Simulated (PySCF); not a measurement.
Dipole moment and polarisability across levels of theory

Compound: CH₃NOSi.
Numbering: `[N:1]#[C:2][SiH2:3][OH:4]` (hydrogens: H5, H6 on Si3; H7 on O4)

PySCF, dipoles from the SCF density, polarisabilities from static response with core orbitals frozen. One conformer (not necessarily the lowest) at the PBE0-D3(BJ)/def2-SVP geometry, without solvent, vibrations or thermal averaging.

The anisotropy is √(½[(α1 − α2)² + (α2 − α3)² + (α3 − α1)²]).

| level | μ (D) | α (Å³) | anisotropy (Å³) |
| --- | --- | --- | --- |
| LDA/def2-SVPD | 3.148 | 7.04 | 2.68 |
| PBE/def2-SVPD | 3.057 | 6.94 | 2.67 |
| B3LYP/def2-SVPD | 3.117 | 6.70 | 2.48 |
| PBE0/def2-SVPD | 3.110 | 6.64 | 2.48 |
| BHandHLYP/def2-SVPD | 3.178 | 6.41 | 2.34 |
| CAM-B3LYP/def2-SVPD | 3.156 | 6.60 | 2.38 |
| wB97X-D/def2-SVPD | 3.139 | 6.62 | 2.41 |
| LC-wPBE/def2-SVPD | 3.150 | 6.48 | 2.32 |
| HF/def2-SVPD | 3.251 | 6.14 | 2.22 |
| PBE0/6-31G* | 3.003 | 5.18 | 2.47 |
| PBE0/def2-SVP | 2.988 | 5.42 | 2.24 |
| PBE0/6-31+G* | 3.105 | 5.97 | 2.75 |
| PBE0/aug-cc-pVDZ | 3.154 | 6.76 | 2.59 |
| PBE0/def2-TZVP | 3.132 | 6.22 | 2.61 |
| PBE0/def2-TZVPD | 3.132 | 6.75 | 2.54 |
| PBE0/aug-cc-pVTZ | 3.143 | 6.79 | 2.56 |

The dipole runs from 2.99 D (PBE0/def2-SVP) to 3.25 D (HF/def2-SVPD). No reference polarisability is at hand; against PBE0 in the largest diffuse basis at hand (aug-cc-pVTZ) the other PBE0 rows deviate by 6-31G* -24%, def2-SVP -20%, 6-31+G* -12%, def2-SVPD -2%, aug-cc-pVDZ 0%, def2-TZVP -8%, def2-TZVPD -1%. In one basis (def2-SVPD) the functionals order the polarisability from HF (lowest) to LDA (highest), a spread of 15%. With PBE0 the polarisability is 5.61 Å³ without diffuse functions (mean of 6-31G*, def2-SVP and def2-TZVP) and 6.58 Å³ with them (mean of 6-31+G*, def2-SVPD, aug-cc-pVDZ, def2-TZVPD and aug-cc-pVTZ).
